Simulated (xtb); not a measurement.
C3H9Ga, triplet, geometry from GFN2-xTB (such geometries of metal compounds can be far from the true shape) (a higher spin typed on purpose: for a closed-shell molecule this is an excited state); GFN1-xTB in xtb.

Here is a job for xtb.
```
$ xtb mol.xyz --gfn 1 --uhf 2 --acc 0.1 --json

# file mol.xyz
13

Ga    -0.29203971     0.33248422     0.32507992
C     -0.81222176    -1.79125288    -0.37264226
H     -0.10149786    -2.12380947    -1.11828279
H     -1.78597217    -1.58621334    -0.80809556
H     -0.87885691    -2.46902136     0.46929178
C      0.08037324     1.48913743    -1.43629314
H      0.58076296     0.84265399    -2.16014170
H      0.72752364     2.34157557    -1.22331300
H     -0.84339354     1.86241547    -1.88118647
C      1.65518927    -0.78188169     0.80937839
H      2.22246012     0.04171239     1.23329735
H      2.09165519    -1.13347279    -0.11706188
H      1.50050503    -1.57886848     1.52535701
```

The log (banner, timings and long lists left out):

```
   ID    Z sym.   atoms
    1   31 Ga     1
    2    6 C      2, 6, 10
    3    1 H      3-5, 7-9, 11-13

           -------------------------------------------------
          |                Calculation Setup                |
           -------------------------------------------------

           -------------------------------------------------
          |                 G F N 1 - x T B                 |
           -------------------------------------------------

          ...................................................
          :                      SETUP                      :
          :.................................................:
          :  # basis functions                  40          :
          :  # atomic orbitals                  39          :
          :  # shells                           27          :
          :  # electrons                        24          :
          :  # halogen bonds                     0          :
          :  max. iterations                   250          :
          :  Hamiltonian                  GFN1-xTB          :
          :  restarted?                      false          :
          :  GBSA solvation                  false          :
          :  PC potential                    false          :
          :  electronic temp.          300.0000000     K    :
          :  accuracy                    0.1000000          :
          :  -> integral cutoff          0.3500000E+02      :
          :  -> integral neglect         0.1000000E-08      :
          :  -> SCF convergence          0.1000000E-06 Eh   :
          :  -> wf. convergence          0.2000000E-05 e    :
          :  Broyden damping             0.4000000          :
          :  net charge                          0          :
          :  unpaired electrons                  2          :
          ...................................................

 iter      E             dE          RMSdq      gap      omega  full diag
   1    -12.4895927 -0.124896E+02  0.708E+00    5.02       0.0  T
   2    -12.5009804 -0.113876E-01  0.431E+00    4.90       1.0  T
   3    -12.5012244 -0.244084E-03  0.457E-01    5.07       1.0  T
   4    -12.5018360 -0.611584E-03  0.955E-02    5.00       1.0  T
   5    -12.5018566 -0.205456E-04  0.536E-02    5.01       1.0  T
   6    -12.5018877 -0.311178E-04  0.283E-02    5.01       1.0  T
   7    -12.5018995 -0.117581E-04  0.184E-03    5.00      15.1  T
   8    -12.5018995 -0.885474E-08  0.413E-04    5.00      67.2  T
   9    -12.5018995 -0.384013E-09  0.544E-05    5.00     509.4  T
  10    -12.5018995 -0.852651E-13  0.348E-05    5.00     797.4  T
  11    -12.5018995 -0.440892E-11  0.344E-06    5.00    8071.7  T
  12    -12.5018995 -0.461853E-13  0.929E-08    5.00  100000.0  T

   *** convergence criteria satisfied after 12 iterations ***

 transition dipole moment (au) for excitation:          12          13
     X       Y       Z
   0.7617   0.3105   0.3649  total (au/Debye):    0.900   2.287
 dE (eV)             :    1.797
 oscillator strength :  0.50412E-01

         :::::::::::::::::::::::::::::::::::::::::::::::::::::
         ::                     SUMMARY                     ::
         :::::::::::::::::::::::::::::::::::::::::::::::::::::
         :: total energy             -12.347244655440 Eh    ::
         :: gradient norm              0.013009648858 Eh/a0 ::
         :: HOMO-LUMO gap              5.004064328634 eV    ::
         ::.................................................::
         :: SCC energy               -12.501899464178 Eh    ::
         :: -> electrostatic           0.002582103827 Eh    ::
         :: repulsion energy           0.158334965411 Eh    ::
         :: dispersion energy         -0.003680156672 Eh    ::
         :: halogen bond corr.         0.000000000000 Eh    ::
         :: add. restraining           0.000000000000 Eh    ::
         :: total charge              -0.000000000000 e     ::
[...]
         8        2.0000           -0.5064140             -13.7802
         9        2.0000           -0.4910870             -13.3632
        10        2.0000           -0.4907747             -13.3547
        11        2.0000           -0.4016084             -10.9283
        12        1.0000           -0.3805298             -10.3547
        13        1.0000           -0.3144914              -8.5577 (HOMO)
        14                         -0.1305954              -3.5537 (LUMO)
        15                         -0.1250507              -3.4028
        16                         -0.1203355              -3.2745
        17                         -0.1134755              -3.0878
        18                         -0.1056604              -2.8752
        19                         -0.1006199              -2.7380
        20                         -0.0920738              -2.5055
        21                         -0.0784065              -2.1335
        22                         -0.0391983              -1.0666
        23                         -0.0115529              -0.3144
        24                          0.0151146               0.4113
       ...                                ...                  ...
        39                          0.6366650              17.3245
      -------------------------------------------------------------
                  HL-Gap            0.1838960 Eh            5.0041 eV
             Fermi-level           -0.3068063 Eh           -8.3486 eV

  Mulliken/CM5 charges         n(s)   n(p)   n(d)
     1Ga    0.17297  0.13726   1.653  0.985  0.189
     2C    -0.15111 -0.29470   1.049  3.103  0.000
     3H     0.04369  0.09520   0.956  0.000  0.000
     4H     0.04336  0.09516   0.957  0.000  0.000
     5H     0.03713  0.08831   0.963  0.000  0.000
     6C    -0.22431 -0.36306   1.031  3.193  0.000
     7H     0.03861  0.08984   0.961  0.000  0.000
     8H     0.03396  0.08469   0.966  0.000  0.000
     9H     0.03300  0.08368   0.967  0.000  0.000
    10C    -0.15143 -0.29503   1.048  3.103  0.000
    11H     0.04265  0.09439   0.957  0.000  0.000
    12H     0.04413  0.09569   0.956  0.000  0.000
    13H     0.03736  0.08857   0.963  0.000  0.000

Wiberg/Mayer (AO) data.
largest (>0.10) Wiberg bond orders for each atom

 ---------------------------------------------------------------------------
     #   Z sym  total        # sym  WBO       # sym  WBO       # sym  WBO
 ---------------------------------------------------------------------------
     1  31 Ga   2.266 --     6 C    0.846    10 C    0.545     2 C    0.544
     2   6 C    3.693 --     5 H    0.971     3 H    0.967     4 H    0.951
                             1 Ga   0.544    10 C    0.172
     3   1 H    1.002 --     2 C    0.967
     4   1 H    1.010 --     2 C    0.951
     5   1 H    1.006 --     2 C    0.971
     6   6 C    3.847 --     9 H    0.953     8 H    0.951     7 H    0.944
                             1 Ga   0.846
     7   1 H    1.001 --     6 C    0.944
     8   1 H    1.005 --     6 C    0.951
     9   1 H    1.005 --     6 C    0.953
    10   6 C    3.695 --    13 H    0.972    12 H    0.966    11 H    0.951
                             1 Ga   0.545     2 C    0.172
    11   1 H    1.011 --    10 C    0.951
    12   1 H    1.002 --    10 C    0.966
    13   1 H    1.005 --    10 C    0.972
 ---------------------------------------------------------------------------

Topologies differ in total number of bonds
Writing topology from bond orders to xtbtopo.mol

 dipole moment from electron density (au)
     X       Y       Z
  -0.0571  -0.1868   0.2741  total (Debye):    0.856

           -------------------------------------------------
          | TOTAL ENERGY              -12.347244655440 Eh   |
          | GRADIENT NORM               0.013009648858 Eh/α |
          | HOMO-LUMO GAP               5.004064328634 eV   |
           -------------------------------------------------

normal termination of xtb
```
